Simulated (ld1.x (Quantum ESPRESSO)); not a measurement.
**Au, PAW: configuration errors across variants**

Au (Z = 79), PAW, made with ld1.x (Quantum ESPRESSO) 7.5 (PBE, scalar-relativistic). Core [Kr] 4d10, reference 4f14 5s2 5p6 5d10 6s1 6p0. Waves: 5s (bound): rcut 1.55, rcutus 1.75 bohr; 6s (bound): rcut 1.55, rcutus 1.75 bohr; 5p (bound): rcut 1.40, rcutus 1.60 bohr; 6p (bound, empty): rcut 1.40, rcutus 1.60 bohr; 5d (bound): rcut 2.00, rcutus 2.40 bohr; 5d channel at -0.15 Ry: rcut 2.00, rcutus 2.40 bohr; 4f (bound): rcut 0.60, rcutus 0.85 bohr; 4f channel at -3.9 Ry: rcut 0.60, rcutus 0.85 bohr. Local part: all-electron potential smoothed inside 0.70 bohr (lloc = -2). Core correction: Bessel-smoothed model core inside 0.90 bohr. Augmentation charge: PSQ, inside the norm-conserving radii.

All-electron excitation energies from the reference (eV): (1) 4f14 5s2 5p6 5d10 6s0 6p0 9.409; (2) 4f14 5s2 5p6 5d9 6s0 6p0 30.617; (3) 4f14 5s2 5p6 5d8 6s0 6p0 64.494; (4) 4f14 5s2 5p6 5d7 6s0 6p0 112.206; (5) 4f14 5s2 5p5 5d10 6s1 6p0 66.105; (6) 4f14 5s2 5p6 5d9 6s1 6p1 7.497; (7) 4f14 5s1 5p6 5d10 6s1 6p0 115.231.

The overlap operator is not positive definite (basis up to 400 Ry) in “base”, “waves 5s (bound): rcut 1.55, rcutus 1.96 bohr; 6s (bound): rcut 1.55, rcutus 1.96 bohr”, “augmentation BESSEL, radius 0.55 bohr”, “core correction a·sin(br)/r model core, default radius (ld1.x builds one for every PAW set, though the input has nlcc=.false.)”, “waves 5d (bound): rcut 1.70, rcutus 1.80 bohr; 5d channel at -0.15 Ry: rcut 1.70, rcutus 1.80 bohr”. Such files are unfit for use, however small their errors in these radial tests.

Tests that are not counted but printed errors over 1 eV. “augmentation BESSEL, radius 0.55 bohr”: 4f14 5s2 5p6 5d8 6s0 6p0 (solver errors, printed error -13022 eV); 4f14 5s2 5p6 5d7 6s0 6p0 (solver errors, printed error -12552 eV).

5 further variants failed, have other tests or another functional or relativity, and are left out.

A true bound ghost makes a file unfit for plane-wave use even where its test errors are small: the radial tests pick states by their node count and pass the ghost by. Where a test does run into it, the solver fails or the error is huge.

Errors AE − PS in meV (a dash: test not solved or not reliable):

```csv
change,(1),(2),(3),(4),(5),(6),(7),bound ghosts
base,-3.6,+2.1,+21,+27,-14,+11,+6.5,"d (s, p not tested, overlap not positive)"
"waves 5s (bound): rcut 1.55, rcutus 1.96 bohr; 6s (bound): rcut 1.55, rcutus 1.96 bohr",-3.0,+20,+58,+81,-28,+6.6,+40,"d (s, p not tested, overlap not positive)"
"augmentation BESSEL, radius 0.55 bohr",-43,-11,–,–,-28,+28,–,"d (s, p not tested, overlap not positive)"
"core correction a·sin(br)/r model core, default radius (ld1.x builds one for every PAW set, though the input has nlcc=.false.)",-3.3,+1.4,+19,+23,-11,+11,+6.0,"d (s, p not tested, overlap not positive)"
"waves 5d (bound): rcut 1.70, rcutus 1.80 bohr; 5d channel at -0.15 Ry: rcut 1.70, rcutus 1.80 bohr",-1.0,+1.2,+3.2,+5.4,-63,+2.7,-56,not determined (overlap not positive)
```

Task: Give the same row for: local potential all-electron potential smoothed inside 1.76 bohr (lloc = -2).

Result: -2.9, -5.8, -23, -68, -105, -0.4, -133; bound ghosts: none.
